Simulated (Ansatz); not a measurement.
`C[O][Sb]([F])[F]` + H–F → `[F][Sb]([F])[F]` + CH₃OH at 600 K and 1 bar (ligand exchange at the Sb–O bond).

Gas-phase electronic energies from Ansatz, PBE0-D4/def2-TZVP geometries. CCSD(T)/CBS adds triple-zeta CCSD(T) − MP2 to the extrapolated MP2 energy (def2 sets, frozen cores). This one scheme is used for every species. Elements past krypton have def2 core potentials. For Sb outer-core shells are correlated without core-valence functions, which leaves a few kJ/mol of doubt a bond. One conformer a species, not always the lowest.

| species | CCSD(T)/CBS energy (Eh) | H − E (kJ/mol) | S (J/(mol·K)) |
| --- | --- | --- | --- |
| `C[O][Sb]([F])[F]` | -554.71002 | 175.2 | 440.4 |
| H–F | -100.39570 | 42.3 | 194.0 |
| `[F][Sb]([F])[F]` | -539.49495 | 53.1 | 354.3 |
| CH₃OH | -115.61712 | 163.6 | 277.3 |

H − E and S are ideal-gas, rigid-rotor, harmonic terms from PBE0-D4/def2-TZVP, for one conformer and one mirror image of each species. 1 Eh = 2625.50 kJ/mol, R = 8.31446 J/(mol·K).

**Question.** By hand: ΔE, ΔH, ΔS and ΔG.

**Answer.** ΔE = (-539.49495) + (-115.61712) − (-554.71002) − (-100.39570) = -0.00635 Eh = -16.7 kJ/mol. Δ(H − E) = 53.1 + 163.6 − 175.2 − 42.3 = -0.8, so ΔH = -17.5 kJ/mol. ΔS = 354.3 + 277.3 − 440.4 − 194.0 = -2.8 J/(mol·K). ΔG = -17.5 − 600 × (-2.8)/1000 = -15.8 kJ/mol.

**Question.** By hand: the equilibrium constant, and the temperature at which ΔG would vanish if ΔH and ΔS stayed fixed.

**Answer.** log₁₀ K = −ΔG/(RT ln 10) = 1.4. ΔG = 0 at ΔH/ΔS = 6250 K, far beyond where these terms or the molecules hold.

The number of gas molecules stays the same, so ΔS is small and ΔH decides. A doubt of 5 kJ/mol in ΔE shifts log₁₀ K by 0.4 here. Other conformers and mirror images would add mixing entropy, several J/(mol·K) or more a flexible species. Modes under 60 cm⁻¹, often nearly free rotors, make the harmonic entropy too high. These are equilibria of isolated gas molecules and say nothing of rates. Largest T1 diagnostic: 0.015 (customary marks: 0.02 for closed shells, 0.045 for open ones).
